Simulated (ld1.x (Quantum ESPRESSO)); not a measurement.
**Reading a pseudo-wave (W)**

Columns: radius, all-electron u(r) and pseudo u(r) of the 5p shell (level -71.83 eV) of tungsten in the configuration [Kr] 4d10 4f14 5s2 5p6 5d3 6s0 6p0; PBE, scalar-relativistic, TM semilocal scheme, ld1.x (Quantum ESPRESSO) 7.5.

| r (bohr) | all-electron | pseudo |
| --- | --- | --- |
| 0.113 | -0.2730 | -0.0212 |
| 0.225 | -0.0294 | -0.0829 |
| 0.338 | 0.5077 | -0.1830 |
| 0.450 | 0.4382 | -0.3143 |
| 0.563 | 0.0331 | -0.4705 |
| 0.675 | -0.3992 | -0.6356 |
| 0.788 | -0.7338 | -0.7946 |
| 0.900 | -0.9386 | -0.9234 |
| 1.013 | -1.0340 | -1.0052 |
| 1.125 | -1.0467 | -1.0288 |
| 1.238 | -1.0044 | -0.9982 |
| 1.350 | -0.9297 | -0.9287 |
| 1.463 | -0.8376 | -0.8376 |
| 1.575 | -0.7406 | -0.7406 |
| 1.688 | -0.6443 | -0.6443 |
| 1.800 | -0.5545 | -0.5545 |
| 1.913 | -0.4720 | -0.4720 |
| 2.025 | -0.3992 | -0.3992 |
| 2.138 | -0.3348 | -0.3348 |
| 2.250 | -0.2797 | -0.2797 |
| 2.363 | -0.2322 | -0.2322 |
| 2.475 | -0.1922 | -0.1922 |
| 2.588 | -0.1583 | -0.1583 |
| 2.700 | -0.1302 | -0.1302 |
| 2.813 | -0.1065 | -0.1065 |
| 2.925 | -0.0871 | -0.0871 |

(1) How many radial nodes do the two functions have?

(2) At about which radius was the pseudo-wave matched?

(3) Is the pseudo-wave norm-conserving?

Answers

(1) The all-electron 5p function has n − l − 1 = 3 (the table is too coarse to show those close to the nucleus); the pseudo-wave has 0, since the states of the same l below it are removed with the core.

(2) 1.55 bohr, where the columns begin to agree (steps of 0.11 bohr).

(3) Yes: the TM semilocal scheme keeps the norm inside the radius equal to the all-electron one, which fixes the energy derivative of the logarithmic derivative at the level.
